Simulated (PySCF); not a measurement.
GeH3, SMILES [GeH3] (connectivity only; charge and spin as stated), charge +1, multiplicity 1.

The structure is a stationary point at r2SCAN-D4/def2-TZVPD. The multiplicity is an assumed one; other spin states were not compared. The isomer is the one that the SMILES or the coordinates give; other isomers of the formula were not compared.

Level of theory: ωB97X/def2-TZVPD in PySCF.

Gas-phase values at a fixed geometry.

- total energy: -2078.49806 hartree
- point group: D3h
- highest occupied level: -19.76 eV
- lowest empty level: -7.87 eV
- orbital gap: 11.89 eV
- dipole moment about the centre of nuclear charge: 0.00 D
- mean static polarisability: 22.4 bohr³ (3.33 Å³)
- polarisability, principal values: 17.1, 25.1, 25.1 bohr³
